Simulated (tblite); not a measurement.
C5H10AlBr.
Geometry (GFN2-xTB, Å), atoms numbered from 1 in this order:
```
atom  x, y, z in Å
C1    -1.0059    2.1442    0.2716
C2    -0.4808    0.9603   -0.0472
C3    -1.2905   -0.1033   -0.7454
C4    -1.5526   -1.2623    0.2117
Al5    1.4058    0.5480    0.4161
C6     2.5082   -0.9683   -0.2449
Br7    2.4208    2.0357    1.8014
H8    -2.0258    2.4201    0.0327
H9    -0.4299    2.8975    0.7953
H10   -2.2388    0.3035   -1.1067
H11   -0.7270   -0.4769   -1.6067
H12   -0.6055   -1.6424    0.6021
H13   -2.1570   -0.9308    1.0532
H14   -2.0723   -2.0744   -0.2912
H15    3.5365   -0.8967    0.1332
H16    2.5762   -0.9894   -1.3381
H17    2.1315   -1.9526    0.0530
```

All values are computed: GFN2-xTB (tblite) harmonic vibrations without scaling, gas phase. The method is semi-empirical: single wavenumbers can be off by several per cent or more. One conformer, not necessarily the lowest. The optimisation stopped once no atom felt more than 0.01 eV/Å.

Lowest wavenumbers of the output (negative numbers stand for imaginary wavenumbers):
```
mode    cm-1
  1     -64.2
  2      32.1
  3      60.0
  4      80.2
  5     108.1
  6     120.0
  7     160.0
  8     211.5
```

Is this structure a minimum?

No. 1 mode is imaginary beyond 20i (64i cm⁻¹), so at this level the point lies at or near a first-order saddle.

Which atoms move in the imaginary mode?

64i: H17 (methyl hydrogen) 33 %, H16 (methyl hydrogen) 33 %, H15 (methyl hydrogen) 27 %. These are shares of the mass-weighted motion.

What is the remedy?

Step along that mode in both directions, optimise again with tighter thresholds and repeat the frequencies. The zero-point energy of this point (82.4 kcal/mol) counts the 44 real modes alone, and thermal corrections from it aren't those of a minimum.
